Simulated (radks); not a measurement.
These are the eigenvalues of the occupied orbitals of an atom or ion with whole-number occupations (hartree). Method: Dirac Kohn-Sham, PBEsol, spin-unpolarised, spherical densities, point nucleus; computed with a radial shooting solver on a logarithmic mesh with Libxc functionals.

| orbital | eigenvalue |
|---|---|
| 1s1/2 | -2877.292 |
| 2s1/2 | -505.3231 |
| 2p1/2 | -484.3109 |
| 2p3/2 | -420.7977 |
| 3s1/2 | -118.9072 |
| 3p1/2 | -109.4849 |
| 3p3/2 | -95.52474 |
| 3d3/2 | -79.84797 |
| 3d5/2 | -76.83866 |
| 4s1/2 | -25.77365 |
| 4p1/2 | -21.77956 |
| 4p3/2 | -18.45136 |
| 4d3/2 | -11.91384 |
| 4d5/2 | -11.29501 |
| 5s1/2 | -4.03735 |
| 4f5/2 | -2.94172 |
| 4f7/2 | -2.81478 |
| 5p1/2 | -2.76416 |
| 5p3/2 | -2.21457 |
| 5d3/2 | -0.55800 |
| 5d5/2 | -0.50744 |

Which element is it, and in what charge state? The configuration may be excited. Open shells, if any, are shared by 2j + 1.

Answer. Z = 78, platinum, charge +1: Pt+ in [Xe] 4f14 5d9. The list shows which subshells hold electrons but not how many an open one holds; the 1s level, -2877.3 hartree, gives Z - s = 75.9 by -(Z - s)^2/2, which with screening and relativity narrows Z to a few neighbours, and the depths of the outer levels then fix element, charge and occupations together.
